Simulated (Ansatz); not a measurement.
One change: `C=C[Se][SiH2]C` becomes `B[Se]C=C`.

Ansatz, PBE0-D4/def2-TZVP geometries, multiplicity 1. Each molecule was computed in one conformer, which needn't be the lowest.

Scalar relativity is left out up to krypton. Spin–orbit coupling is left out; it splits and shifts lone-pair levels of the heavy atoms by tenths of an eV.

```
                                        property  `C=C[Se][SiH2]C`
size of the dipole moment (B3LYP/def2-TZVPP) / D              0.94
             LUMO energy (B3LYP/def2-TZVPP) / eV             -0.30
             HOMO–LUMO gap (PBE/def2-TZVPP) / eV              4.32
           HOMO energy (ωB97M-V/def2-TZVPP) / eV             -8.42
         HOMO–LUMO gap (ωB97M-V/def2-TZVPP) / eV             10.06
            HOMO–LUMO gap (PBE0/def2-TZVPP) / eV              6.25
```

(1) What does the change do to each property? (Estimate.)

## Answers

(1) Ansatz gave: 
```csv
property,`B[Se]C=C`,shift
size of the dipole moment (B3LYP/def2-TZVPP) / D,1.17,0.23
LUMO energy (B3LYP/def2-TZVPP) / eV,-1.63,-1.33
HOMO–LUMO gap (PBE/def2-TZVPP) / eV,3.78,-0.54
HOMO energy (ωB97M-V/def2-TZVPP) / eV,-9.13,-0.71
HOMO–LUMO gap (ωB97M-V/def2-TZVPP) / eV,9.60,-0.46
HOMO–LUMO gap (PBE0/def2-TZVPP) / eV,5.63,-0.62
```

With PBE0 the HOMO falls by 0.74 eV and the LUMO falls by 1.36 eV, so the gap narrows by about 0.62 eV. PBE moves the HOMO by -0.82 eV and ωB97M-V by -0.71 eV. Dipoles are sizes alone; their direction can turn.

B3LYP here is the variant with VWN-RPA as its local correlation; programs differ in this.
